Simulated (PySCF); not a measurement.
Computed Raman spectrum (relative Raman activity) of a molecule C₄H₅NSi. Geometry: B3LYP-D3(BJ)/def2-SVP. Other conformers were not sampled. Calculation: PySCF 2.14.0 with B3LYP-D3(BJ)/def2-SVP. Frequencies are harmonic and unscaled.

Lines under 2 % of the strongest are left out, and lines within 2 cm⁻¹ are merged.

ν (cm⁻¹): 159 (vw), 629 (w), 675 (vw), 701 (w), 781 (vw), 886 (vw), 965 (vw), 1177 (w), 1249 (w), 1411 (m), 1628 (m), 2230 (s), 2240 (m), 2347 (vs), 3049 (s), 3097 (m), 3129 (s) (against the strongest line: vs over 80 %, s over 45 %, m over 15 %, w over 4 %, vw less)

Problem. Identify the compound among the candidates.
A) N#CC=C=C[SiH3]
B) N#CC1=CC[SiH2]1
C) C=C=C([SiH3])C#N
D) C#C[Si@H]1C=NC1

Solution. B, N#CC1=CC[SiH2]1
